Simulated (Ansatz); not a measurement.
`[Na][Br]` + H–F → `[F][Na]` + HBr at 298.15 K and 1 bar (ligand exchange at the Na–Br bond).

Computed with Ansatz on PBE0-D4/def2-TZVP structures; ΔE is electronic, products minus reactants. CCSD(T)/CBS adds triple-zeta CCSD(T) − MP2 to the extrapolated MP2 energy (def2 sets, frozen cores). This one scheme is used for every species. For Br, Na outer-core shells are correlated without core-valence functions, which leaves a few kJ/mol of doubt a bond. Scalar relativity is left out up to krypton.

```
   species  CCSD(T)/CBS energy (Eh)  H − E (kJ/mol)  S (J/(mol·K))
`[Na][Br]`              -2735.48480            11.6          241.1
       H–F               -100.39570            33.5          173.6
 `[F][Na]`               -261.92403            12.4          217.3
       HBr              -2573.91920            24.6          198.6
```

H − E and S are ideal-gas, rigid-rotor, harmonic terms from PBE0-D4/def2-TZVP. 1 Eh = 2625.50 kJ/mol, R = 8.31446 J/(mol·K).

Problem. By hand: ΔE, ΔH, ΔS and ΔG.

Solution. ΔE = (-261.92403) + (-2573.91920) − (-2735.48480) − (-100.39570) = 0.03727 Eh = 97.9 kJ/mol. Δ(H − E) = 12.4 + 24.6 − 11.6 − 33.5 = -8.1, so ΔH = 89.8 kJ/mol. ΔS = 217.3 + 198.6 − 241.1 − 173.6 = 1.2 J/(mol·K). ΔG = 89.8 − 298.15 × (1.2)/1000 = 89.4 kJ/mol.

Problem. By hand: the equilibrium constant, and the temperature at which ΔG would vanish if ΔH and ΔS stayed fixed.

Solution. log₁₀ K = −ΔG/(RT ln 10) = -15.7. ΔG = 0 at ΔH/ΔS = 74833 K, far beyond where these terms or the molecules hold.

The number of gas molecules stays the same, so ΔS is small and ΔH decides. A doubt of 5 kJ/mol in ΔE shifts log₁₀ K by 0.9 here. These are equilibria of isolated gas molecules and say nothing of rates. Largest T1 diagnostic: 0.013 (customary marks: 0.02 for closed shells, 0.045 for open ones).
